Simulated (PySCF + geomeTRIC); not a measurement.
Species: CNO, SMILES `[N]=C=O` (charge 0, multiplicity 2).

Q: Give a relaxed geometry from M06-2X/def2-TZVP (PySCF + geomeTRIC).

A: the end point of this relaxation (outside a Z-matrix the atoms follow the SMILES, hydrogens last).
Cartesian coordinates (Å) in one orientation:
```xyz
3

N      1.196    -0.089     0.000
C     -0.018    -0.227     0.000
O     -1.178    -0.358     0.001
```
